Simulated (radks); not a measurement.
Values are calculated unless marked as measured or tabulated.
Species: the carbon ion C+. Configuration: [He] 2s1 2p2 (not the ground configuration). Code: a radial shooting solver on a logarithmic mesh with Libxc functionals. Model: non-relativistic Kohn-Sham, r2SCAN, spin-unpolarised, spherical densities, point nucleus; meta-GGA in the generalised Kohn-Sham scheme.

Radial electron density D(r) = 4 pi r^2 rho(r):

```
   r/bohr * D(r) (the largest magnitude, 6.15, reaches the edge; | marks zero)
  0.02349 |     *
  0.02607 |      *
  0.02892 |       *
  0.03209 |         *
  0.03561 |           *
  0.03951 |             *
  0.04349 |               *
  0.04826 |                 *
  0.05355 |                    *
  0.05942 |                       *
  0.06593 |                           *
  0.07316 |                               *
  0.08118 |                                  *
  0.09007 |                                      *
  0.09995 |                                          *
   0.1109 |                                              *
   0.1231 |                                                 *
   0.1355 |                                                   *
   0.1503 |                                                     *
   0.1668 |                                                      *
   0.1851 |                                                      *
   0.2053 |                                                     *
   0.2278 |                                                  *
   0.2528 |                                               *
   0.2805 |                                          *
   0.3113 |                                     *
   0.3454 |                                *
   0.3802 |                           *
   0.4218 |                      *
   0.4681 |                  *
   0.5194 |               *
   0.5763 |             *
   0.6395 |            *
   0.7096 |             *
   0.7873 |              *
   0.8736 |               *
   0.9694 |                *
    1.076 |                *
    1.184 |                *
    1.314 |                *
    1.458 |              *
    1.617 |             *
    1.795 |          *
    1.991 |        *
     2.21 |      *
    2.452 |    *
    2.721 |  *
    3.019 | *
    3.323 |*
    3.687 |*
    4.091 *
     4.54 *
    5.037 *
    5.589 *
```

D(r) has 2 maxima, at r = 0.174, 1.15 bohr, and minima at 0.655 bohr, inside which lie 2.18 electrons.
